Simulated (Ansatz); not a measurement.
Relaxation of BF2H2Si (6 atoms, charge 0, multiplicity 2), to a largest force component of 0.02 eV/Å in at most 40 steps.

Computed with UHF/def2-SVP in Ansatz 0.2.0.

```xyz
6
Properties=species:S:1:pos:R:3:forces:R:3
B 0.643 0.752 0.462 0.25 0.27 0.16
Si -0.448 -0.528 -0.321 -1.57 -1.81 -1.12
F -2.043 -0.599 -0.556 0.59 0.76 0.46
F -0.140 -1.954 -1.010 0.68 0.71 0.45
H 0.184 1.737 0.903 -0.52 0.42 0.15
H 1.803 0.592 0.523 0.57 -0.35 -0.11
```

Problem. Where does it end, and by what steps?

Solution. The run converged. After 4 steps the energy has fallen by 0.160 eV; F4 moved furthest, 0.10 Å.

```tsv
step	energy less start (eV)	largest force component (eV/Å)	accepted
0	0.0000	1.806	yes
1	-0.1150	1.111	yes
2	-0.1591	0.109	yes
3	-0.1602	0.034	yes
4	-0.1605	0.007	yes
```

```xyz
6
Properties=species:S:1:pos:R:3
B 0.638 0.747 0.457
Si -0.474 -0.555 -0.339
F -2.053 -0.511 -0.512
F -0.041 -1.939 -0.989
H 0.118 1.730 0.893
H 1.812 0.529 0.491
```

Run time: 6.9 s on 1 thread of Arm Neoverse V1, on a shared host, peak memory 0.13 GiB.
